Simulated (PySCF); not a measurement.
Simulation results for B2ClH3N, B2H6NSi

Computed with PySCF 2.14.0. Calculation on a computer-drawn molecule: optimised geometry and harmonic frequencies of an isolated molecule of the commonest isotopes, restricted reference for singlets and unrestricted otherwise, frozen core in MP2.

Common to all runs: charge 1; multiplicity 1; basis cc-pV(D+d)Z.

```yaml
- entry: 1
  formula: B2ClH3N
  start_structure:
    atoms_angstrom:
      - [B, 0.5447, 2.0712, 0.9064]
      - ["N", -0.5401, 1.7608, 0.3201]
      - [B, -1.9038, 2.4294, 0.3481]
      - [Cl, -3.086, 1.6931, -0.721]
      - [H, 1.4377, 2.317, 1.5739]
      - [H, -0.5677, 0.9717, -0.3959]
      - [H, -2.0255, 3.2723, 1.0446]
  given:
    method: HF
    drawn_bonds_atom: [1, 2, 3, 1, 2, 3]
    drawn_bonds_other_atom: [2, 3, 4, 5, 6, 7]
    drawn_bonds_order: [1, 1, 1, 1, 1, 1]
  results:
    optimised_atom_element: [B, "N", B, Cl, H, H, H]
    "optimised_atom_x [angstrom]": [0.4891, -0.5512, -1.88, -3.154, 1.398, -0.4676, -1.975]
    "optimised_atom_y [angstrom]": [2.06, 1.689, 2.373, 1.793, 2.41, 0.9101, 3.282]
    "optimised_atom_z [angstrom]": [0.9464, 0.2291, 0.3183, -0.6691, 1.595, -0.4152, 1.072]
    "modes_frequency [cm^-1]": [142.0, 191.7, 368.4, 701.8, 763.3, 828.4, 906.3, 929.2, 1046, 1175, 1327, 1607, 2845, 2999, 3678]
    "modes_reduced_mass [dalton]": [3.35, 2.913, 6.037, 1.23, 1.713, 1.355, 1.485, 2.732, 3.493, 1.236, 1.405, 5.208, 1.098, 1.144, 1.076]
    "rotational_constants [GHz]": [46.25, 2.763, 2.608]
    "total_energy [hartree]": -564.8883
    "convergence_status_largest_gradient_component [hartree/bohr]": 8.921e-06
- entry: 2
  formula: B2ClH3N
  start_structure:
    atoms_angstrom:
      - [B, 0.4891, 2.0599, 0.9464]
      - ["N", -0.5512, 1.6887, 0.2291]
      - [B, -1.8799, 2.3725, 0.3183]
      - [Cl, -3.1543, 1.793, -0.6691]
      - [H, 1.3982, 2.4098, 1.5952]
      - [H, -0.4677, 0.9101, -0.4152]
      - [H, -1.975, 3.2815, 1.0716]
  given:
    method: MP2
    drawn_bonds_atom: [1, 2, 3, 1, 2, 3]
    drawn_bonds_other_atom: [2, 3, 4, 5, 6, 7]
    drawn_bonds_order: [1, 1, 1, 1, 1, 1]
  results:
    optimised_atom_element: [B, "N", B, Cl, H, H, H]
    "optimised_atom_x [angstrom]": [0.4792, -0.5419, -1.874, -3.168, 1.35, -0.465, -1.92]
    "optimised_atom_y [angstrom]": [2.063, 1.651, 2.368, 1.823, 2.47, 0.8618, 3.278]
    "optimised_atom_z [angstrom]": [0.9454, 0.1996, 0.3165, -0.6477, 1.63, -0.4562, 1.089]
    "modes_frequency [cm^-1]": [133.4, 147.0, 344.1, 653.9, 725.9, 760.3, 857.9, 908.2, 993.8, 1085, 1244, 1534, 2767, 2913, 3512]
    "modes_reduced_mass [dalton]": [3.453, 2.948, 6.018, 1.291, 1.653, 1.31, 1.437, 2.937, 2.793, 1.184, 1.592, 5.628, 1.098, 1.143, 1.078]
    "rotational_constants [GHz]": [44.28, 2.771, 2.608]
    "total_energy [hartree]": -565.3270
    "convergence_status_largest_gradient_component [hartree/bohr]": 2.586e-05
- entry: 3
  formula: B2H6NSi
  start_structure:
    atoms_angstrom:
      - [B, -2.4073, 2.5623, -1.224]
      - ["N", -2.0762, 1.4511, -0.6853]
      - [Si, -2.3077, 0.936, 1.186]
      - [B, -3.068, 2.4617, 2.2524]
      - [H, -2.8031, 3.6063, -1.653]
      - [H, -1.6704, 0.6031, -1.1523]
      - [H, -3.0221, -0.2845, 0.9117]
      - [H, -0.8658, 0.6149, 1.4256]
      - [H, -3.3083, 2.3028, 3.3702]
      - [H, -3.4101, 3.4141, 1.6932]
  given:
    method: HF
    drawn_bonds_atom: [1, 2, 3, 1, 2, 3, 3, 4, 4]
    drawn_bonds_other_atom: [2, 3, 4, 5, 6, 7, 8, 9, 10]
    drawn_bonds_order: [1, 1, 1, 1, 1, 1, 1, 1, 1]
  results:
    optimised_atom_element: [B, "N", Si, B, H, H, H, H, H, H]
    "optimised_atom_x [angstrom]": [-2.443, -2.091, -2.246, -3.097, -2.769, -1.68, -3.064, -0.8525, -3.293, -3.404]
    "optimised_atom_y [angstrom]": [2.566, 1.431, 0.8929, 2.426, 3.596, 0.7374, -0.3235, 0.5931, 2.298, 3.452]
    "optimised_atom_z [angstrom]": [-1.183, -0.6551, 1.15, 2.18, -1.633, -1.272, 1.043, 1.508, 3.348, 1.641]
    "modes_frequency [cm^-1]": [108.5, 128.6, 209.3, 271.7, 432.6, 535.6, 540.1, 629.9, 686.4, 775.2, 828.5, 829.2, 919.7, 968.2, 1012, 1160, 1258, 1651, 2374, 2386, 2701, 2816, 3003, 3680]
    "modes_reduced_mass [dalton]": [2.13, 2.809, 1.023, 2.77, 1.13, 1.187, 4.844, 2.269, 1.785, 1.139, 1.385, 1.341, 1.235, 1.362, 1.07, 1.167, 1.136, 5.504, 1.029, 1.054, 1.057, 1.122, 1.15, 1.075]
    "rotational_constants [GHz]": [9.418, 4.256, 3.037]
    "total_energy [hartree]": -396.0015
    "convergence_status_largest_gradient_component [hartree/bohr]": 3.913e-05
```
